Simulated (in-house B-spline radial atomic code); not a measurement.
A fraction x of an electron is moved 4d → 4f in the ruthenium ion Ru⁺, starting from [Kr] 4d7 and keeping the highest spin. Method: non-relativistic LDA exchange-only, spin-polarised, spherical fractional occupations, point nucleus. Calculated with an all-electron radial atomic-structure program (B-spline basis).

```json
{"x": "0", "E(x) - E(0) (eV)": "0.0000", "4d down level (eV)": "-10.393", "4f up level (eV)": "-"}
{"x": "0.125", "E(x) - E(0) (eV)": "1.2076", "4d down level (eV)": "-11.375", "4f up level (eV)": "-1.375"}
{"x": "0.25", "E(x) - E(0) (eV)": "?", "4d down level (eV)": "?", "4f up level (eV)": "?"}
{"x": "0.375", "E(x) - E(0) (eV)": "3.8995", "4d down level (eV)": "-13.271", "4f up level (eV)": "-1.723"}
{"x": "0.5", "E(x) - E(0) (eV)": "?", "4d down level (eV)": "?", "4f up level (eV)": "?"}
{"x": "0.625", "E(x) - E(0) (eV)": "6.9816", "4d down level (eV)": "-15.092", "4f up level (eV)": "-1.987"}
{"x": "0.75", "E(x) - E(0) (eV)": "8.6676", "4d down level (eV)": "-15.972", "4f up level (eV)": "-2.104"}
{"x": "0.875", "E(x) - E(0) (eV)": "10.4481", "4d down level (eV)": "-16.830", "4f up level (eV)": "-2.214"}
{"x": "1", "E(x) - E(0) (eV)": "12.3209", "4d down level (eV)": "-17.664", "4f up level (eV)": "-2.318"}
```

Problem. What belongs in the row x = 0.25?

Solution. An energy change of 2.5050 eV; 4d down at -12.332 eV, 4f up at -1.567 eV.

Problem. What belongs in the row x = 0.5?

Solution. An energy change of 5.3918 eV; 4d down at -14.191 eV, 4f up at -1.861 eV.

Problem. Check Janak's theorem between x = 0.625 and 0.75.

Solution. The slope of the energy is 13.49 eV; the orbital levels give 13.49 eV (ε of the receiving orbital less ε of the emptying one, averaged over the two points).
